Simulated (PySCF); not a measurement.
## Frontier levels across methods

Species: C2H11BNOP.
Cartesian coordinates in Å at the PBE0-D3(BJ)/def2-SVP level; atoms count from 1:
```xyz
17
C2H11BNOP angstrom
C      2.8304   -0.2239   -0.5404
O      2.0935    0.1184    0.6026
C      0.8353    0.6282    0.3648
N     -0.1727   -0.4192    0.1218
B     -1.6781    0.1522   -0.1233
P     -2.8541   -1.4401   -0.1199
H      3.8361   -0.5143   -0.2104
H      2.3943   -1.0796   -1.0913
H      2.9173    0.6297   -1.2378
H      0.5076    1.1792    1.2562
H      0.8042    1.3091   -0.5041
H     -0.1923   -1.0649    0.9172
H      0.0945   -0.9866   -0.6860
H     -1.6270    0.8006   -1.1579
H     -1.9303    0.8333    0.8617
H     -4.0843   -0.7664    0.1292
H     -3.1055   -1.6047   -1.5183
```

Basis pcSseg-1 throughout (PySCF), one geometry. The structure is a single PBE0-D3(BJ)/def2-SVP conformer in the gas phase; no vibrational or solvent corrections.

Problem. How do the orbital energies, the gap and the dipole change with the method?

Solution. 
| method | kind | HOMO (eV) | LUMO (eV) | gap (eV) | μ (D) | SCF cycles |
| --- | --- | --- | --- | --- | --- | --- |
| BLYP | GGA | -4.78 | -0.59 | 4.19 | 5.51 | 14 |
| B97-D | GGA | -4.90 | -0.47 | 4.43 | 5.53 | 14 |
| OPBE | GGA | -4.92 | -0.29 | 4.63 | 5.54 | 15 |
| PBE | GGA | -4.95 | -0.62 | 4.33 | 5.50 | 14 |
| KT3 | GGA | -4.99 | -0.70 | 4.29 | 5.45 | 14 |
| KT2 | GGA | -5.01 | -0.72 | 4.30 | 5.40 | 15 |
| BP86 | GGA | -5.05 | -0.55 | 4.50 | 5.53 | 14 |
| LDA | LDA | -5.05 | -0.83 | 4.22 | 5.43 | 14 |
| B97-2 | global hybrid | -5.82 | 0.28 | 6.10 | 5.57 | 13 |
| B3LYP | global hybrid | -5.83 | -0.07 | 5.76 | 5.57 | 13 |
| PBE0 | global hybrid | -6.06 | 0.26 | 6.31 | 5.57 | 13 |
| mPW1PW91 | global hybrid | -6.08 | 0.27 | 6.36 | 5.57 | 13 |
| BHandHLYP | global hybrid | -7.02 | 0.98 | 8.01 | 5.63 | 12 |
| CAM-B3LYP | range-separated hybrid | -7.32 | 1.12 | 8.45 | 5.60 | 13 |
| wB97X-D | range-separated hybrid | -7.90 | 2.06 | 9.97 | 5.65 | 13 |
| HF | Hartree–Fock | -8.56 | 3.24 | 11.80 | 5.77 | 10 |
| LC-wPBE | range-separated hybrid | -8.69 | 2.48 | 11.18 | 5.65 | 14 |

The HOMO spans 3.92 eV, from BLYP down to LC-wPBE, and the gap runs from 4.19 eV (BLYP) to 11.80 eV (HF). Over the methods BLYP (0 %), B97-D (0 %), OPBE (0 %), PBE (0 %), KT3 (0 %), KT2 (0 %), BP86 (0 %), LDA (0 %), B97-2 (21 %), B3LYP (20 %), PBE0 (25 %), mPW1PW91 (25 %), BHandHLYP (50 %), HF (100 %), a straight line through the gap against the share of exact exchange rises by 0.74 eV for each 10 % (correlation coefficient 0.998). The dipole ranges from 5.40 D (KT2) to 5.77 D (HF). This basis has no diffuse functions.

The vertical ΔSCF ionisation energy at CAM-B3LYP/def2-SVPD is 8.26 eV; −ε(HOMO) comes closest to it with HF (8.56 eV).
